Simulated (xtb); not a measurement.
AlBr$_{3}$, charge -1, doublet, at a GFN2-xTB geometry (such geometries of metal compounds can be far from the true shape) (a state made from the parent by changing its charge; the spin is typed, not shown lowest). Base run: xtb 6.7.1 with GFN2-xTB.

Geometry (Å):
```xyz
4

Al    -0.3219     0.1148    -0.2041
Br    -1.8366    -1.7741     0.1087
Br     0.3521     2.3035    -1.0498
Br     1.6041    -0.5721     1.0169
```
Charge -1, spin multiplicity 2.
All else is at xtb's defaults.
Base energy -13.73185 Eh.

The base run was repeated with changes; each row names its change, and settings that it needs were set with it.

```
change        ΔE vs base (mEh)  SCF cycles
------------  ----------------  ----------
base                     0.000          17
file = coord             0.000          17
acc = 1000               0.046           6
acc = 0.0001             0.000          23
etemp = 5000            -4.158          18
acc = 0.1                0.000          20
acc = 30                 0.001          12
```
